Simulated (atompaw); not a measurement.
**Scattering properties, PAW (atompaw) potential for molybdenum (Mo)**

| Item | Value |
| --- | --- |
| Element | Mo (Z = 42) |
| Generator | atompaw 4.2.0.5 |
| Type | PAW |
| Functional | LDA (PW92) |
| Relativity | scalar-relativistic |
| Frozen core | [Ar] 3d10 4s2 |
| Valence charge | 12 |
| Reference configuration | 4p6 4d6 5s0 5p0 |
| Partial waves | 5s (bound, empty): rc 3.00 bohr; 5s channel at 0.35 Ry: rc 3.00 bohr; 4p (bound): rc 1.60 bohr; 5p (bound, empty): rc 3.00 bohr; 4d (bound): rc 2.35 bohr; 4d channel at 1.6 Ry: rc 3.00 bohr |
| Local potential | bessel scheme, radius 2.25 bohr |
| Core correction | smooth core density matched at 1.75 bohr |
| Augmentation charge | besselshape compensation charge, radius 2.60 bohr; PAW radius 3.00 bohr; waves and projectors: custom rrkj gramschmidtortho |

The phase is arctan(r·u′/u) with u = r·R(r), unwrapped; energies in Ry, scanned from -5 to 5 Ry. A pole is an energy at which the radial function vanishes at the test radius. The pseudo phase is shifted by a multiple of π to meet the all-electron one at the reference energy, and phase errors are pseudo minus all-electron; the curves can meet again beyond the range given. Levels narrower than the energy grid can be missing from the lists of poles. n/a: not evaluated, since a narrow level or a reset projector energy made the automatic matching unsafe.

```tsv
channel	radius (bohr)	reference energy (Ry)	poles, all-electron	poles, pseudo	unbroken range about the reference energy with phases within 0.05 rad	phase error 1 Ry above the reference energy (rad)
s	3.01	-0.27	1.49	1.48, 3.09	n/a	n/a
p	3.01	-0.06	-2.65, 2.47	-2.65, 2.17	below 2.6	-0.027
d	3.01	-0.18	0.13, 4.37	0.13, 4.56	the whole range	+0.001
```

Phases in the p channel:

```json
{"E (Ry)": "-5.00", "all-electron": "1.413", "pseudo": "1.412"}
{"E (Ry)": "-4.76", "all-electron": "1.409", "pseudo": "1.407"}
{"E (Ry)": "-4.52", "all-electron": "1.403", "pseudo": "1.402"}
{"E (Ry)": "-4.28", "all-electron": "1.398", "pseudo": "1.396"}
{"E (Ry)": "-4.04", "all-electron": "1.391", "pseudo": "1.389"}
{"E (Ry)": "-3.80", "all-electron": "1.383", "pseudo": "1.382"}
{"E (Ry)": "-3.56", "all-electron": "1.374", "pseudo": "1.372"}
{"E (Ry)": "-3.32", "all-electron": "1.361", "pseudo": "1.359"}
{"E (Ry)": "-3.08", "all-electron": "1.339", "pseudo": "1.337"}
{"E (Ry)": "-2.84", "all-electron": "1.262", "pseudo": "1.259"}
{"E (Ry)": "-2.60", "all-electron": "-1.677", "pseudo": "-1.678"}
{"E (Ry)": "-2.36", "all-electron": "-1.762", "pseudo": "-1.764"}
{"E (Ry)": "-2.12", "all-electron": "-1.790", "pseudo": "-1.792"}
{"E (Ry)": "-1.88", "all-electron": "-1.812", "pseudo": "-1.814"}
{"E (Ry)": "-1.64", "all-electron": "-1.834", "pseudo": "-1.836"}
{"E (Ry)": "-1.40", "all-electron": "-1.860", "pseudo": "-1.863"}
{"E (Ry)": "-1.16", "all-electron": "-1.892", "pseudo": "-1.895"}
{"E (Ry)": "-0.92", "all-electron": "-1.934", "pseudo": "-1.936"}
{"E (Ry)": "-0.68", "all-electron": "-1.991", "pseudo": "-1.992"}
{"E (Ry)": "-0.44", "all-electron": "-2.075", "pseudo": "-2.076"}
{"E (Ry)": "-0.20", "all-electron": "-2.210", "pseudo": "-2.211"}
{"E (Ry)": "0.04", "all-electron": "-2.455", "pseudo": "-2.455"}
{"E (Ry)": "0.28", "all-electron": "-2.924", "pseudo": "-2.931"}
{"E (Ry)": "0.52", "all-electron": "-3.588", "pseudo": "-3.611"}
{"E (Ry)": "0.76", "all-electron": "-4.065", "pseudo": "-4.093"}
{"E (Ry)": "1.00", "all-electron": "-4.314", "pseudo": "-4.341"}
{"E (Ry)": "1.24", "all-electron": "-4.453", "pseudo": "-4.480"}
{"E (Ry)": "1.48", "all-electron": "-4.540", "pseudo": "-4.567"}
{"E (Ry)": "1.72", "all-electron": "-4.599", "pseudo": "-4.629"}
{"E (Ry)": "1.96", "all-electron": "-4.644", "pseudo": "-4.677"}
{"E (Ry)": "2.20", "all-electron": "-4.679", "pseudo": "-4.716"}
{"E (Ry)": "2.44", "all-electron": "-4.709", "pseudo": "-4.752"}
{"E (Ry)": "2.68", "all-electron": "-4.735", "pseudo": "-4.786"}
{"E (Ry)": "2.92", "all-electron": "-4.760", "pseudo": "-4.821"}
{"E (Ry)": "3.16", "all-electron": "-4.783", "pseudo": "-4.861"}
{"E (Ry)": "3.40", "all-electron": "-4.808", "pseudo": "-4.908"}
{"E (Ry)": "3.64", "all-electron": "-4.834", "pseudo": "-4.970"}
{"E (Ry)": "3.88", "all-electron": "-4.863", "pseudo": "-5.061"}
{"E (Ry)": "4.12", "all-electron": "-4.898", "pseudo": "-5.212"}
{"E (Ry)": "4.36", "all-electron": "-4.942", "pseudo": "-5.507"}
{"E (Ry)": "4.60", "all-electron": "-5.003", "pseudo": "-6.125"}
{"E (Ry)": "4.84", "all-electron": "-5.094", "pseudo": "-6.864"}
```
